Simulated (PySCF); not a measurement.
Predicted microwave data (B3LYP/def2-SVPD in PySCF (dipole) on a GFN2-xTB geometry, gas phase) for one isomer of C6H9F:

- Rotational constants: A = 3494, B = 2930, C = 1723 MHz
- Dipole components: |μa| = 1.96 D, |μb| = 0.63 D, |μc| = 0.62 D
- Inertial defect: -23.86 u·Å²
- κ: 0.36

**Question.** Which structure is it? (One computed conformer of each.)
A. `[CH:1]#[C:2][CH2:3][C@H:4]([F:5])[CH2:6][CH3:7]` with C2–C3–C4–F5 -173°, C3–C4–C6–C7 -175°
B. `[CH2:1]=[C:2]1[CH2:3][CH2:4][CH2:5][C@@H:6]1[F:7]` with C1–C2–C3–C4 168°, C2–C3–C4–C5 32°, C3–C4–C5–C6 -39°, C4–C5–C6–F7 152°
C. `[CH3:1][C:2]1=[C:3]([F:4])[CH2:5][CH2:6][CH2:7]1` with C2–C3–C5–C6 12°, C3–C5–C6–C7 -18°, C5–C6–C7–C2 19°, C1–C2–C7–C6 170°

**Answer.** B. It is C=C1CCC[C@@H]1F, an asymmetric top, point group C1. The candidates at the same level (rigid rotor, commonest isotopes):

| SMILES | A (MHz) | B (MHz) | C (MHz) | μa (D) | μb (D) | μc (D) | Δ (u·Å²) | point group | rotor |
| --- | --- | --- | --- | --- | --- | --- | --- | --- | --- |
| C=C1CCC[C@@H]1F | 3494 | 2930 | 1723 | 1.96 | 0.63 | 0.62 | -23.86 | C1 | asymmetric top |
| C#CC[C@H](F)CC | 4139 | 1634 | 1250 | 0.73 | 1.11 | 0.07 | -27.27 | C1 | asymmetric top |
| CC1=C(F)CCC1 | 3405 | 2851 | 1621 | 1.30 | 1.16 | 0.07 | -13.95 | C1 | asymmetric top |

`CC1=C(F)CCC1` has C 6 % too low; `C#CC[C@H](F)CC` has B 44 % too low. No structure here is proved a minimum.
